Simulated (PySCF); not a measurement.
## Telling isomers of C6H12BP apart by NMR

[PySCF 2.14.0 with density-fitted response routines: GIAO PBE0/pcSseg-1 shieldings; structure optimised with PBE0-D3(BJ)/def2-SVP; non-relativistic Hamiltonian; one computed conformer; equivalent nuclei averaged; gas phase]

δ = σ(ref) − σ, references computed at the same level: $^{1}$H (σ = 31.27 ppm) and $^{13}$C (σ = 184.41 ppm) vs TMS. Splittings of carbon signals by F and P are missing where no couplings were computed. Where no couplings were computed, multiplicities follow the n + 1 count of equivalent neighbours, and m marks all less simple cases (inequivalent or close neighbours, rings, F or P nearby). Couplings to H on boron are left out. Carbons bonded to boron are broad in practice. Shifts are as computed. Against solution values, carbons near 30 ppm lie about +2 ppm off and those near 130 ppm about +5 ppm. Of 1313 compounds with measured shifts, 239 miss one by over three times the rms of a fit or turn the order of signals round; such compounds aren't used in these exercises.

(1) Tabulate the signals of `[BH3-][P+]1(C#CC)CCC1`, `[BH3-][P+]1(C)C=CCC=C1`, `[BH3-][P+]1(CC#C)CCC1` and their relative energies.

(2) What is the quickest way to tell [BH3-][P+]1(C)C=CCC=C1 from [BH3-][P+]1(CC#C)CCC1?

(3) What is the quickest way to tell [BH3-][P+]1(C#CC)CCC1 from [BH3-][P+]1(CC#C)CCC1?

(4) What is the quickest way to tell [BH3-][P+]1(C#CC)CCC1 from [BH3-][P+]1(C)C=CCC=C1?

## Answers

(1) 
```tsv
SMILES	carbon types	δC	δH	E rel. (kcal/mol)
[BH3-][P+]1(C#CC)CCC1	2×C 3×CH2 1×CH3	114.9, 78.3, 29.6, 22.9, 5.9	2.76 (m, 1H), 2.24 (m, 2H), 2.24 (m, 1H), 2.11 (s, 3H), 1.94 (m, 2H), 1.10 (br, 3H)	31.5
[BH3-][P+]1(C)C=CCC=C1	4×CH 1×CH2 1×CH3	146.6, 128.5, 33.0, 18.6	6.54 (m, 2H), 6.08 (m, 2H), 2.96 (m, 1H), 2.95 (m, 1H), 1.32 (m, 3H), 0.92 (br, 3H)	0.0
[BH3-][P+]1(CC#C)CCC1	1×C 1×CH 4×CH2	81.5, 76.4, 23.0, 21.3, 20.3	2.77 (m, 1H), 2.52 (m, 2H), 2.31 (m, 1H), 2.30 (m, 2H), 2.17 (m, 2H), 2.04 (t, 1H), 0.91 (br, 3H)	37.5
```

Energies are electronic energies at PBE0/pcSseg-1 on these geometries, without zero-point or thermal terms, each for the one conformer computed, which needn't be the lowest.

(2) Count the carbon signals: 4 against 5. The first has an alkene CH at 146.6 ppm, the second an alkyne carbon (C) at 81.5 ppm. In the proton spectra the most deshielded non-exchanging signals are 6.54 (m, 2H) and 2.77 (m, 1H).

(3) Both give the same number of carbon signals, but DEPT or the intensities differ. The first has a propargylic methyl carbon (CH3) at 5.9 ppm, the second a terminal alkyne carbon (CH) at 76.4 ppm. Their most deshielded carbons lie at 114.9 and 81.5 ppm.

(4) Count the carbon signals: 5 against 4. The first has an alkyne carbon (C) at 114.9 ppm, the second an alkene CH at 146.6 ppm. In the proton spectra the most deshielded non-exchanging signals are 2.76 (m, 1H) and 6.54 (m, 2H).
